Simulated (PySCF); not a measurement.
# Ti²⁺ (titanium, charge +2) across methods

[Ar] 3d1 4s1, high-spin 3D determinant (an excited configuration). Computed with PySCF 2.14 in def2-TZVPPD (6s6p4d2f1g, 67 functions), with the non-relativistic Hamiltonian (point nucleus).

| method | E (hartree) | mean ε 3p β (eV) | mean ε 3d α (eV) | mean ε 4s α (eV) | Σ⟨r²⟩ (bohr²) | ⟨S²⟩ |
| --- | --- | --- | --- | --- | --- | --- |
| r2SCAN0 | -848.356 | -63.715 | -28.676 | -20.269 | 22.99 | 2.001 |
| r2SCAN | -848.355 | -61.301 | -26.689 | -19.572 | 23.01 | 2.001 |
| PBEsol | -847.198 | -60.292 | -26.067 | -19.445 | 22.95 | 2.000 |
| B3LYP | -848.415 | -62.556 | -27.956 | -20.104 | 22.92 | 2.001 |
| LDA | -846.317 | -60.434 | -26.110 | -19.658 | 22.92 | 2.000 |
| PBE | -848.155 | -60.354 | -26.192 | -19.418 | 22.95 | 2.000 |
| UHF | -847.54032 | -69.897 | -33.878 | -21.862 | 23.21 | 2.002 |
| PBE0 | -848.204 | -63.088 | -28.305 | -20.133 | 22.96 | 2.001 |
| BHandHLYP | -848.413 | -65.613 | -30.369 | -20.797 | 22.96 | 2.001 |
